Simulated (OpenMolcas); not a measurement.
Pr3+ among 6 point charges of -1 e arranged as a trigonal antiprism (D3d), with a polar angle of 53.1° against the regular 54.74°.

```
Program             : OpenMolcas 26.06
Method              : CASSCF
Basis               : ANO-RCC-VTZP [8s7p5d3f2g1h]
Scalar Hamiltonian  : DKH2, point nucleus
Active space        : 2 electrons in 7 orbitals (4f)
State averaging     : 2S+1 = 3 even, 21 roots; 2S+1 = 1 even, 27 roots kept (CI in the orbitals of an earlier block)
Spin-orbit coupling : RASSI with atomic mean-field integrals over the reference wave functions
```

All point charges move together. At R = 2.31 Å the width of the lowest J multiplet is 540 cm-1, and at R = 2.71 Å it is 258 cm-1.

Task: A third run gives 373 cm-1. What distance was it run at?

Result: With a power law R^-n the two known points give n = -ln(258 / 540) / ln(2.71 / 2.31) = 4.62. Then R = 2.31 × (540 / 373)^(1/4.62) = 2.503 Å. The run was at 2.5 Å, so the estimate is off by +0.003 Å.

This is an electrostatic model: the charges have no orbitals. No measured value stands beside these numbers.
